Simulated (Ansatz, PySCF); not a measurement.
SbCl2Br, SMILES [Cl][Sb]([Cl])[Br]. Atoms are numbered in the order given.

```xyz
4

Sb    -0.4550     0.6015     0.0000
Cl    -1.2734    -0.7243     1.7929
Cl    -1.2734    -0.7243    -1.7929
Br     1.9361    -0.2104     0.0000
```
Charge 0, spin multiplicity 1.

The structure is a stationary point at r2SCAN-D4/def2-SVP. The def2 effective core potentials stand for the cores of Sb; spin–orbit coupling is left out.

Two levels are set side by side: PBE-D3(BJ)/def2-SVP (Ansatz, a first-principles code) and r2SCAN-D4/def2-SVP (Ansatz). Each level has its own optimised geometry; the coordinates shown are those of the second. Frequencies come from the Hessian of PySCF at each geometry. Differences are taken from unrounded values.

| quantity | r2SCAN-D4 | PBE-D3(BJ) | PBE-D3(BJ) minus r2SCAN-D4 |
|---|---|---|---|
| mean bond length (Å) | 2.425 | 2.442 | 0.016 |
| bond Sb1–Cl2 (Å) | 2.375 | 2.391 | 0.016 |
| bond Sb1–Cl3 (Å) | 2.375 | 2.391 | 0.016 |
| bond Sb1–Br4 (Å) | 2.525 | 2.543 | 0.018 |
| highest harmonic wavenumber (cm⁻¹) | 369 | 357 | -12 |
| mean harmonic wavenumber (cm⁻¹) | 219 | 210 | -9 |
| zero-point energy (kcal/mol) | 1.88 | 1.80 | -0.08 |
